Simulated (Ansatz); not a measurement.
Ansatz (a quantum-chemistry and plane-wave program) input (HF/3-21G): The .json file is the Basis Set Exchange's 3-21G.

Ansatz 0.2 input:
```yaml
crystal:
  periodic: [false, false, false]
  atoms:
    - {symbol: B, position_ang: [-0.64934445, -0.47274164, -0.04322368]}
    - {symbol: Br, position_ang: [-0.76570766, 1.23497520, -0.93471487]}
    - {symbol: Br, position_ang: [0.85847115, -1.16744068, 0.94088968]}
basis:
  gaussian:
    orbitals: 3-21G.json
hamiltonian:
  xc: {name: HF}
magnetization: {spin_polarized: true, initial_magnetization: 1}
phonons: {temperatures: {t_min: 298.15, t_max: 298.15, t_step: 100}}
```

Output:

```
Functional definition: HF
integrals: 0.01 GiB planned
571 factors; integrals over basis functions are off by at most 1.2e-4 eV
mean field: 0.30 GiB planned
mean field evaluation 1: about -139991.1480 eV, gradient 1.1e1 eV
mean field evaluation 2: about -139991.1996 eV, gradient 1.1e1 eV
mean field evaluation 4: about -139992.5760 eV, gradient 2.0e0 eV
mean field evaluation 8: about -139992.7077 eV, gradient 1.3e-1 eV
mean field -139992.70820392 eV, -5144.6371360283 hartree, gradient 1.9e-5 eV, S^2 0.755850; 0 other end points of the search recorded, 0 dependent functions left out
the calculation of the forces begins
reference -139992.70820392 eV, -5144.6371360283 hartree; 38, 37 occupied and 17, 18 virtual orbitals, 571 factors
these checks for a lower state are left out or cut short: stability, starts, cluster_reference, orbital_swaps, neighbouring_geometries, increment
integrals: 0.01 GiB planned
571 factors; integrals over basis functions are off by at most 1.2e-4 eV
mean field: 0.30 GiB planned
mean field evaluation 16: about -139992.6218 eV, gradient 3.1e-1 eV
mean field -139992.70817194 eV, -5144.6371348530 hartree, gradient 3.7e-6 eV, S^2 0.755846; 0 other end points of the search recorded, 0 dependent functions left out
the calculation of the forces begins
reference -139992.70817194 eV, -5144.6371348530 hartree; 38, 37 occupied and 17, 18 virtual orbitals, 571 factors
these checks for a lower state are left out or cut short: stability, starts, cluster_reference, orbital_swaps, neighbouring_geometries, increment
integrals: 0.01 GiB planned
571 factors; integrals over basis functions are off by at most 1.2e-4 eV
mean field: 0.30 GiB planned
mean field -139992.70817071 eV, -5144.6371348080 hartree, gradient 2.5e-6 eV, S^2 0.755853; 0 other end points of the search recorded, 0 dependent functions left out
the calculation of the forces begins
reference -139992.70817071 eV, -5144.6371348080 hartree; 38, 37 occupied and 17, 18 virtual orbitals, 571 factors
these checks for a lower state are left out or cut short: stability, starts, cluster_reference, orbital_swaps, neighbouring_geometries, increment
integrals: 0.01 GiB planned
571 factors; integrals over basis functions are off by at most 1.2e-4 eV
mean field: 0.30 GiB planned
mean field evaluation 32: about -139992.7082 eV, gradient 6.3e-5 eV
mean field -139992.70815664 eV, -5144.6371342907 hartree, gradient 5.0e-6 eV, S^2 0.755853; 0 other end points of the search recorded, 0 dependent functions left out
the calculation of the forces begins
reference -139992.70815664 eV, -5144.6371342907 hartree; 38, 37 occupied and 17, 18 virtual orbitals, 571 factors
these checks for a lower state are left out or cut short: stability, starts, cluster_reference, orbital_swaps, neighbouring_geometries, increment
integrals: 0.01 GiB planned
571 factors; integrals over basis functions are off by at most 1.2e-4 eV
mean field: 0.30 GiB planned
mean field -139992.70815578 eV, -5144.6371342594 hartree, gradient 4.9e-6 eV, S^2 0.755846; 0 other end points of the search recorded, 0 dependent functions left out
the calculation of the forces begins
reference -139992.70815578 eV, -5144.6371342594 hartree; 38, 37 occupied and 17, 18 virtual orbitals, 571 factors
these checks for a lower state are left out or cut short: stability, starts, cluster_reference, orbital_swaps, neighbouring_geometries, increment
integrals: 0.01 GiB planned
571 factors; integrals over basis functions are off by at most 1.2e-4 eV
mean field: 0.30 GiB planned
mean field -139992.70820083 eV, -5144.6371359148 hartree, gradient 2.0e-6 eV, S^2 0.755851; 0 other end points of the search recorded, 0 dependent functions left out
the calculation of the forces begins
reference -139992.70820083 eV, -5144.6371359148 hartree; 38, 37 occupied and 17, 18 virtual orbitals, 571 factors
these checks for a lower state are left out or cut short: stability, starts, cluster_reference, orbital_swaps, neighbouring_geometries, increment
integrals: 0.01 GiB planned
571 factors; integrals over basis functions are off by at most 1.2e-4 eV
mean field: 0.30 GiB planned
mean field -139992.70820199 eV, -5144.6371359576 hartree, gradient 2.4e-6 eV, S^2 0.755848; 0 other end points of the search recorded, 0 dependent functions left out
the calculation of the forces begins
reference -139992.70820199 eV, -5144.6371359576 hartree; 38, 37 occupied and 17, 18 virtual orbitals, 571 factors
Total energy: -139992.70820392 eV, -5144.6371360283 hartree
Atom 0 at    -0.649344    -0.472742    -0.043224 Å, force     0.000382     0.000278     0.000025 eV/Å
Atom 1 at    -0.765708     1.234975    -0.934715 Å, force    -0.000308     0.000034    -0.000148 eV/Å
Atom 2 at     0.858471    -1.167441     0.940890 Å, force    -0.000074    -0.000312     0.000123 eV/Å
Dipole moment:    -0.027933    -0.020336    -0.001859 e Å
Vibrations: 180.72 514.62 777.45 cm⁻¹, zero-point energy 0.091301 eV
```

The blocks after the first are displaced geometries, from whose forces the wavenumbers follow.
